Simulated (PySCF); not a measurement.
Question: Give a GFN2-xTB geometry of InChI=1S/C5H4F2O2/c6-5(7)9-4-2-1-3(4)8/h1-2,4-5H/t4-/m0/s1.

Answer: 
```xyz
13
C5H4F2O2 angstrom
O     -1.0229    0.2615   -1.9594
C     -1.1270   -0.0128   -0.8028
C     -2.1624    0.0423    0.2442
C     -1.2859   -0.2450    1.2193
C     -0.1067   -0.4537    0.2978
O      0.9775    0.4299    0.5440
C      1.9521    0.3964   -0.3960
F      2.8052    1.3927   -0.1434
F      2.6741   -0.7556   -0.3119
H     -3.2165    0.2469    0.2211
H     -1.3397   -0.2971    2.2897
H      0.2520   -1.4865    0.2186
H      1.5958    0.4814   -1.4389
```

Orientation and origin are arbitrary. Atoms count from 1 in this order. O6 (ether oxygen) is bent (angle 114.4°). Of the pairs four or more bonds apart, F9···H12 is among the closest relative to their van der Waals radii: 2.58 Å, 97 % of the sum of Bondi's values. The 4-membered ring C2–C3–C4–C5 has internal angles of 83.2° to 95.5°; it is almost planar, 0.02 Å rms from its mean plane, widest ring torsion 4°. The C–O distances run from 1.193 Å (O1=C2, drawn double) to 1.420 Å (C5–O6, drawn single), a spread of 0.227 Å.

Bonds between heavy atoms (Å): O1=C2 1.193, C2–C3 1.474, C3=C4 1.342, C4–C5 1.511, C5–O6 1.420, O6–C7 1.354, C7–F8 1.336, C7–F9 1.362, C2–C5 1.564.

Computed geometry: GFN2-xTB, gas phase.

Point group: C1 (no symmetry element, even within 0.4 Å). Not checked by GFN2-xTB frequencies. One conformer, not necessarily the lowest (C4–C5–O6–C7 -170°, C5–O6–C7–F8 172°).
